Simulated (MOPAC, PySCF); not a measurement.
[Mo(OH)3(NH2)3], neutral singlet in the gas phase. 

Cartesian coordinates (Å):
```xyz
16

Mo    -0.3040    -0.2069    -0.1796
O     -1.7785     0.0206    -1.4765
H     -2.5972     0.2344    -0.9885
O     -1.5062     0.6098     1.1121
H     -1.4776     1.5846     1.1016
O      0.6417    -0.2065    -1.8476
H      0.0396     0.0902    -2.5609
N      1.1540    -1.1309     0.8011
H      2.0099    -0.6682     1.1119
H      1.2505    -2.1470     0.8777
N     -1.0939    -1.9908     0.1260
H     -1.9391    -2.2622    -0.3828
H     -0.8771    -2.6573     0.8701
N      0.7579     1.4434     0.2081
H      0.8629     1.8628     1.1379
H      1.5988     1.6250    -0.3504
```
Charge 0, multiplicity 1.

All levels are single points at this geometry (TPSS-D3(BJ)/def2-SVP); Pople sets use spherical d functions. Orbital energies aren't observables, and empty levels follow the basis.

| level | HOMO (eV) | LUMO (eV) | gap (eV) | dipole (D) | vertical IE, Delta-SCF (eV) |
|---|---|---|---|---|---|
| TPSSh-D3(BJ)/def2-TZVP in PySCF | -6.51 | -2.94 | 3.56 | 1.99 | – |
| B3LYP/6-31G* (LANL2DZ on Mo) in PySCF | -6.68 | -2.63 | 4.05 | 2.12 | – |
| BP86/6-31G* (LANL2DZ on Mo) in PySCF | -5.63 | -3.05 | 2.58 | 1.99 | – |
| M06-2X/6-31G* (LANL2DZ on Mo) in PySCF | -8.33 | -1.78 | 6.55 | 2.25 | – |
| PBE/6-31G* (LANL2DZ on Mo) in PySCF | -5.53 | -2.95 | 2.58 | 1.98 | – |
| PM6 in MOPAC | -8.94 | 1.16 | 10.10 | 2.47 | – |
